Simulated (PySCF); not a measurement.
Cl4Si, charge -1, doublet, at a GFN2-xTB geometry (a state made from the parent by changing its charge; the spin is typed, not shown lowest). Base run: DF-HF/6-31G* (PySCF).

The PySCF input:
```python
from pyscf import gto, scf

mol = gto.M(
    atom='''
Cl   -1.297627   -1.060835   -0.817422
Si   -0.106813    0.188391    0.322649
Cl   -0.847331    2.105408   -0.695292
Cl    0.475527   -1.449641    1.818395
Cl    1.757395    0.249922   -0.571391
''',
    basis='6-31g*',
    charge=-1,
    spin=1,
    verbose=4,
)

mf = scf.UHF(mol)
mf = mf.density_fit(auxbasis='def2-universal-jkfit')
mf.kernel()
mf.analyze()
```

Each row names what was changed in the base input (with any setting that the change needs).

```tsv
change	basis functions	E (Eh)	HOMO (eV)
base	90	-2127.04578	-4.30
basis = STO-3G	45	-2104.06471	-1.64
basis = pcseg-0	65	-2124.44923	-4.50
basis = 6-31G**	90	-2127.04578	-4.30
basis = def2-SV(P)	90	-2126.45948	-3.79
basis = def2-SVP	90	-2126.45948	-3.79
basis = pc-1	90	-2127.08352	-4.38
basis = cc-pV(D+d)Z	?	?	?
basis = def2-SVPD	?	?	?
basis = aug-cc-pVDZ	135	-2127.17503	-4.30
basis = pcseg-2	?	?	?
basis = 6-311+G(2d,p)	?	?	?
basis = aug-cc-pVTZ	250	-2127.24522	-4.26
```

Q: What belongs in the gaps?

A: 
- basis = cc-pV(D+d)Z, basis functions: 115
- basis = cc-pV(D+d)Z, E (Eh): -2127.16815
- basis = cc-pV(D+d)Z, HOMO (eV): -4.08
- basis = def2-SVPD, basis functions: 132
- basis = def2-SVPD, E (Eh): -2126.50498
- basis = def2-SVPD, HOMO (eV): -4.33
- basis = pcseg-2, basis functions: 170
- basis = pcseg-2, E (Eh): -2127.20584
- basis = pcseg-2, HOMO (eV): -4.27
- basis = 6-311+G(2d,p), basis functions: 175
- basis = 6-311+G(2d,p), E (Eh): -2127.19684
- basis = 6-311+G(2d,p), HOMO (eV): -4.29

Totals compare only among sets that treat the same electrons; sets with core potentials leave the core out.

Open shells are given as the SCF converged; they aren't shown to be the lowest states, and a large step between rows can be another state.
